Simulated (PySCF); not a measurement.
# Electric field gradients and quadrupole coupling constants

Species: C5H6O2.
Z-matrix (Å and degrees, PBE0-D3(BJ)/def2-SVP geometry), rows numbered from 1:
```
C 
C   1  1.3375
C   2  1.4613  1  125.28
C   3  1.3421  2  123.07  1  -179.71
O   3  1.3821  2  111.25  1     0.48
C   5  1.3396  3  125.52  2  -176.15
O   6  1.1933  5  127.61  3    -0.41
H   1  1.0919  2  120.81  3   179.80
H   1  1.0920  2  121.25  3    -0.14
H   2  1.0940  1  120.21  3  -179.89
H   4  1.0911  3  117.44  2     0.06
H   4  1.0863  3  123.03  2   179.73
H   6  1.1097  5  107.61  3   179.44
```

Field gradients from the PBE0/pcSseg-1 density (PySCF, non-relativistic), principal values in atomic units, ordered |Vxx| ≤ |Vyy| ≤ |Vzz|:

```csv
atom,Vxx,Vyy,Vzz
O5,-0.7884,-0.9055,1.6939
O7,0.5679,1.1114,-1.6793
```

Problem. Find the asymmetry η = (Vxx − Vyy)/Vzz and the couplings χ = eQV/h (234.96 MHz × Q in barn × V in au), with Q(17O) = −0.0256 b.

Solution. 
```
atom                 environment  nucleus     η  χzz (MHz)  χxx (MHz)  χyy (MHz)
  O5  ester single-bonded oxygen      17O  0.07     -10.19       4.74       5.45
  O7       ester carbonyl oxygen      17O  0.32      10.10      -3.42      -6.69
```

The tensor is traceless: Vxx + Vyy + Vzz = 0.

Problem. What is Vzz at O7 in SI units (1 au = 9.71736 × 10²¹ V/m²)?

Solution. -1.6793 au = -16.318 × 10²¹ V/m².

Problem. And the gradient at the other heavy atoms, for which no coupling is worked out here?

Solution. 
| atom | environment | Vzz (au) | η |
| --- | --- | --- | --- |
| C1 | terminal =CH2 carbon | 0.326 | 0.28 |
| C2 | alkene CH carbon | 0.278 | 0.73 |
| C3 | vinylic carbon bearing oxygen | -0.414 | 0.56 |
| C4 | terminal =CH2 carbon | 0.271 | 0.32 |
| C6 | ester carbonyl carbon | -0.424 | 0.77 |

Were the hydrogens deuterons (Q(2H) = 0.00286 b), χzz would run from 177 kHz (H13) to 208 kHz (H11, H8 and H12).

Geometry: PBE0-D3(BJ)/def2-SVP, one conformer, isolated molecule. These gradients aren't converged with respect to the basis.

The run behind these numbers computed NMR shieldings as well. On one thread, x86-64 server, on a shared host, this took 18 s wall.
